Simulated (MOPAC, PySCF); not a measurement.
C₃H₄Cl₂, SMILES `ClC1(Cl)CC1`, neutral singlet in the gas phase. 

Cartesian coordinates (Å):
```xyz
9

Cl     1.3681    -1.2306     1.3375
C      0.5984    -0.4593    -0.0540
Cl     1.3766    -0.8760    -1.5851
C      0.0494     0.9145     0.1111
C     -0.8790    -0.2777    -0.0363
H      0.1502     1.5888    -0.7273
H      0.1449     1.3687     1.0870
H     -1.4069    -0.6243     0.8407
H     -1.4016    -0.4041    -0.9737
```
Charge 0, spin multiplicity 1.

All levels are single points at this geometry (B3LYP-D3(BJ)/def2-TZVP); Pople sets use spherical d functions. Orbital energies aren't observables, and empty levels follow the basis.

```json
[
 {"level": "B3LYP-D3(BJ)/def2-TZVP in PySCF", "HOMO (eV)": "-7.69", "LUMO (eV)": "-0.19", "gap (eV)": "7.50", "dipole (D)": "2.15", "vertical IE, Delta-SCF (eV)": "9.96"},
 {"level": "M06-2X/def2-TZVP in PySCF", "HOMO (eV)": "-9.18", "LUMO (eV)": "1.14", "gap (eV)": "10.32", "dipole (D)": "2.21", "vertical IE, Delta-SCF (eV)": "10.30"},
 {"level": "B3LYP/3-21G in PySCF", "HOMO (eV)": "-7.72", "LUMO (eV)": "0.11", "gap (eV)": "7.84", "dipole (D)": "2.58", "vertical IE, Delta-SCF (eV)": "–"},
 {"level": "B3LYP/LANL2DZ in PySCF", "HOMO (eV)": "-7.75", "LUMO (eV)": "0.16", "gap (eV)": "7.90", "dipole (D)": "2.46", "vertical IE, Delta-SCF (eV)": "–"},
 {"level": "BP86/6-31G* in PySCF", "HOMO (eV)": "-6.56", "LUMO (eV)": "-0.98", "gap (eV)": "5.57", "dipole (D)": "2.29", "vertical IE, Delta-SCF (eV)": "–"},
 {"level": "PBE/6-31G* in PySCF", "HOMO (eV)": "-6.46", "LUMO (eV)": "-0.88", "gap (eV)": "5.57", "dipole (D)": "2.28", "vertical IE, Delta-SCF (eV)": "9.55"},
 {"level": "HF/STO-3G in PySCF", "HOMO (eV)": "-9.94", "LUMO (eV)": "8.48", "gap (eV)": "18.42", "dipole (D)": "2.76", "vertical IE, Delta-SCF (eV)": "–"},
 {"level": "AM1 in MOPAC", "HOMO (eV)": "-11.00", "LUMO (eV)": "0.41", "gap (eV)": "11.41", "dipole (D)": "1.87", "vertical IE, Delta-SCF (eV)": "–"},
 {"level": "PM7 in MOPAC", "HOMO (eV)": "-10.92", "LUMO (eV)": "-0.08", "gap (eV)": "10.83", "dipole (D)": "2.23", "vertical IE, Delta-SCF (eV)": "–"}
]
```
